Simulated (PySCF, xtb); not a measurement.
BClHIO, SMILES OB(Cl)I.

Geometry optimised at B3LYP-D3(BJ)/def2-SVP. The def2 effective core potentials stand for the cores of I; spin–orbit coupling is left out. The values are those of a single conformer.

These are IEF-PCM-PBE0/def2-SVP run with PySCF 2.14.0 values and carry that method's errors.

The values are the electrostatic part of the solvation free energy, E(continuum) − E(gas) at the gas-phase geometry, in a cavity of scaled van der Waals radii (PySCF's table); cavitation and dispersion terms are not included. In vacuum the orbital gap is 6.99 eV. The dipole moment in vacuum is 2.20 D.

Problem. Estimate the values in water (ε = 78.36), tetrahydrofuran (ε = 7.43), ethanol (ε = 24.85). (The exact figures need the calculation; the answer reports its results.)

Solution. 
```
solvent              ε  ΔG(elec) (kcal/mol)  dipole (D)  gap (eV)
---------------  -----  -------------------  ----------  --------
water            78.36                 -4.8        2.78      7.26
tetrahydrofuran   7.43                 -3.9        2.67      7.21
ethanol          24.85                 -4.5        2.76      7.25
```

For comparison, GFN2-xTB/ALPB(water) (xtb, at the GFN2-xTB geometry, all terms of that model) gives -7.4 kcal/mol.
